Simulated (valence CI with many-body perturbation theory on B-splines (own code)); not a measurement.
Level structure of Hf+

Method: configuration interaction combined with many-body perturbation theory (CI+MBPT): three valence electrons over a frozen Dirac-Fock core [Xe] 4f14, radial functions for each j: 9 s, 9 p, 10 d, 8 f, 5 g, 3 h, 1 i, with the one-electron correlation potential Σ1, the two-electron term Σ2, the three-electron term Σ3, Breit, model QED; selected CI, second order for the rest (own B-spline code, finite nucleus).

Set against measurement, 13 paired levels are off by 602 cm⁻¹ on average, the worst by 1220. These come from a selection out of the NIST Handbook of Basic Atomic Spectroscopic Data. Levels without a partner in it may be off by more, other configurations by 1,000 to 4,000 cm⁻¹. 1 measured level below the end of the list, from 34942 cm⁻¹ on, found no clear computed partner.

Levels 1 to 45 of 66, with energies above the lowest level, 5d6s² ²D_3/2. "Leading %" is the weight of the configuration and term that name the level; weights of strongly mixed levels are sums over their largest components and can fall short. In the jj column 3d3/2^4 stands for four electrons in 3d with j = 3/2.

```csv
No.,Configuration,Term,J,E (eV),Leading %,Second component,Leading jj,g
1,5d6s²,²D,3/2,0.0000,73,14 % 5d²6s ²D,5d3/2 6s^2 (73 %),0.780
2,5d6s²,²D,5/2,0.3426,45,27 % 5d²6s ⁴F,5d5/2 6s^2 (45 %),1.148
3,5d²6s,⁴F,3/2,0.3580,91,7 % 5d6s² ²D,5d3/2^2 6s (66 %),0.429
4,5d²6s,⁴F,5/2,0.5272,68,25 % 5d6s² ²D,5d3/2 5d5/2 6s (48 %),1.080
5,5d²6s,⁴F,7/2,0.6775,96,,5d3/2 5d5/2 6s (88 %),1.236
6,5d²6s,⁴F,9/2,0.9239,96,,5d5/2^2 6s (67 %),1.330
7,5d²6s,²F,5/2,1.399,76,5 % 5d²6s ²D,5d3/2 5d5/2 6s (51 %),0.924
8,5d²6s,⁴P,1/2,1.411,92,,5d3/2^2 6s (59 %),2.589
9,5d²6s,⁴P,3/2,1.530,92,,5d3/2 5d5/2 6s (93 %),1.680
10,5d²6s,⁴P,5/2,1.598,73,10 % 5d²6s ²D,5d3/2 5d5/2 6s (80 %),1.462
11,5d²6s,²D,3/2,1.677,31,30 % 5d²6s ²P,5d3/2 5d5/2 6s (53 %),1.061
12,5d²6s,²P,1/2,1.752,60,33 % 5d³ ²P,5d3/2 5d5/2 6s (55 %),0.754
13,5d²6s,²F,7/2,1.760,74,16 % 5d²6s ²G,5d3/2 5d5/2 6s (62 %),1.100
14,5d³,⁴F,3/2,2.043,64,16 % 5d²6s ²P,5d3/2^2 5d5/2 (45 %),0.687
15,5d²6s,²G,9/2,2.057,80,14 % 5d³ ²G,5d3/2 5d5/2 6s (55 %),1.119
16,5d²6s,²D,5/2,2.077,46,19 % 5d²6s ⁴P,5d5/2^2 6s (66 %),1.250
17,5d²6s,²G,7/2,2.081,62,17 % 5d³ ²G,5d5/2^2 6s (46 %),0.942
18,5d²6s,²D,3/2,2.127,36,28 % 5d³ ⁴F,5d5/2^2 6s (51 %),0.847
19,5d³,⁴F,5/2,2.229,87,8 % 5d²6s ²D,5d3/2^2 5d5/2 (68 %),1.054
20,5d³,⁴F,7/2,2.407,94,,5d3/2 5d5/2^2 (72 %),1.225
21,5d³,⁴F,9/2,2.596,90,5 % 5d²6s ²G,5d3/2 5d5/2^2 (45 %),1.314
22,5d³,⁴P,1/2,3.102,95,,5d3/2^2 5d5/2 (59 %),2.614
23,5d³,⁴P,3/2,3.148,87,6 % 5d²6s ²P,5d3/2^2 5d5/2 (43 %),1.669
24,5d³,²H,9/2,3.251,62,27 % 5d³ ²G,5d3/2^2 5d5/2 (70 %),0.993
25,5d³,⁴P,5/2,3.289,94,,5d3/2 5d5/2^2 (62 %),1.585
26,5d³,²G,7/2,3.319,78,16 % 5d²6s ²G,5d3/2 5d5/2^2 (43 %),0.897
27,5d6s6p,⁴F°,3/2,3.458,71,17 % 5d6s6p ²D°,5d3/2 6s 6p1/2 (89 %),0.514
28,5d³,²H,11/2,3.589,98,,5d3/2 5d5/2^2 (98 %),1.091
29,5d³,²D,3/2,3.594,73,6 % 5d³ ⁴P,5d3/2 5d5/2^2 (60 %),0.881
30,5d6s6p,⁴F°,5/2,3.613,43,25 % 5d6s6p ²D°,5d3/2 6s 6p1/2 (68 %),1.070
31,5d6s6p,⁴D°,1/2,3.633,36,32 % 6s²6p ²P°,5d3/2 6s 6p1/2 (54 %),0.439
32,5d³,²G,9/2,3.713,54,36 % 5d³ ²H,5d5/2^3 (60 %),1.044
33,5d²6s,²S,1/2,3.795,84,7 % 5d³ ²P,5d5/2^2 6s (56 %),1.913
34,5d³,²D,5/2,3.857,84,7 % 5d²6s ²D,5d3/2 5d5/2^2 (53 %),1.207
35,5d6s6p,⁴D°,3/2,3.912,63,7 % 5d6s6p ²P°,5d3/2 6s 6p1/2 (56 %),1.204
36,5d6s6p,⁴F°,5/2,4.054,37,19 % 5d²6p ²F°,5d5/2 6s 6p1/2 (42 %),0.970
37,5d6s6p,⁴D°,1/2,4.107,54,30 % 6s²6p ²P°,5d3/2 6s 6p3/2 (34 %),0.273
38,5d6s6p,⁴F°,7/2,4.161,76,12 % 5d6s6p ⁴D°,5d5/2 6s 6p1/2 (56 %),1.257
39,5d6s6p,²D°,3/2,4.188,53,18 % 5d6s6p ⁴F°,5d5/2 6s 6p1/2 (39 %),0.797
40,5d6s6p,⁴D°,5/2,4.206,48,14 % 5d6s6p ⁴P°,5d5/2 6s 6p1/2 (59 %),1.279
41,5d³,²P,1/2,4.222,54,30 % 5d²6s ²P,5d3/2 5d5/2^2 (39 %),0.804
42,5d6s6p,⁴D°,5/2,4.262,25,22 % 5d²6p ⁴G°,5d3/2 6s 6p3/2 (60 %),1.062
43,5d³,²F,5/2,4.442,86,6 % 5d³ ²D,5d3/2 5d5/2^2 (42 %),0.880
44,5d³,²F,7/2,4.446,90,5 % 5d²6s ²F,5d3/2 5d5/2^2 (73 %),1.140
45,5d³,²P,3/2,4.472,56,26 % 5d²6s ²P,5d5/2^3 (50 %),1.294
```

Names give the largest LS component (configuration and term), which can be under half, so a name can repeat, a term be missing and a line seem to break the LS rules; names also repeat where a configuration has a term twice.

Where two levels of one J and parity lie close, their mixing, g and order are uncertain.

The ionisation energy to 5d² ³F2 of the next ion comes out as 14.329 eV (NIST: 14.61 ± 0.04 eV (theoretical), further off than twice its uncertainty). All 66 levels together are meant to be complete up to 5.492 eV.
